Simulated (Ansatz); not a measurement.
Geometry optimisation, RKS PBE-D4/6-31G* (Ansatz).

Input file:

```yaml
crystal:
  periodic: [false, false, false]
  atoms:
    - { symbol: Al, position_ang: [0.0, 0.0, 0.0] }
    - { symbol: Cl, position_ang: [0.0, 0.0, 2.58] }
    - { symbol: Cl, position_ang: [1.9312, 0.0, -1.115] }
    - { symbol: H, position_ang: [-1.351, 0.0, -0.78] }
    - { symbol: O, position_ang: [0.4375, -1.9248, 0.6559] }
    - { symbol: H, position_ang: [-0.1954, -2.5811, 0.2213] }
    - { symbol: H, position_ang: [0.3128, -1.3761, 1.8287] }
basis:
  gaussian: { orbitals: "6-31G*" }
hamiltonian:
  xc: pbe
  dispersion: d4
relax:
  f_tol: 0.15
  max_steps: 25
  restrain:
    - { distance: [0, 4], at: 2.98, k: 30.0 }
    - { distance: [6, 1], at: 2.57, k: 30.0 }
    - { distance: [0, 1], at: 2.23, k: 30.0 }
    - { distance: [6, 4], at: 1.01, k: 30.0 }
```

Run as:

```bash
$ ansatz run input.yaml --threads 2 --pin off --max-ram 3072MiB --backend cpu --events-out ev --progress --plain --runs-dir out
```

**Question.** Where does it end, and by what steps?

**Answer.** The run converged. The restraints hold the end off the free minimum. After 11 steps the energy has fallen by 1.046 eV (the restraints' own energy left out); Cl3 moved furthest, 0.84 Å. Parted: Al1–O5, Cl2–H7. Joined: O5–H7.

| step | energy less start (eV) | largest force component (eV/Å) | accepted |
| --- | --- | --- | --- |
| 0 | 0.0000 | 2.566 | yes |
| 1 | -0.0277 | 2.559 | yes |
| 2 | -0.2034 | 1.986 | yes |
| 3 | -0.4361 | 1.719 | yes |
| 4 | -0.8570 | 1.139 | yes |
| 5 | -0.9449 | 0.921 | yes |
| 6 | -1.0004 | 1.063 | yes |
| 7 | -1.0368 | 0.933 | yes |
| 8 | -1.0463 | 1.000 | yes |
| 9 | -1.0231 | 1.058 | no |
| 10 | -1.0436 | 0.941 | yes |
| 11 | -1.0461 | 0.996 | yes |

```xyz
7
Properties=species:S:1:pos:R:3
Al 0.101 0.293 -0.058
Cl 0.080 0.415 2.143
Cl 1.892 0.838 -1.022
H -1.274 0.080 -0.810
O 0.410 -2.530 0.766
H -0.502 -2.889 0.713
H 0.428 -2.089 1.658
```

Whether the end is a true minimum wasn't checked by a vibrational analysis.

The run took 17 s on 2 threads of Arm Neoverse V2 (shared host), peak memory 0.12 GiB.
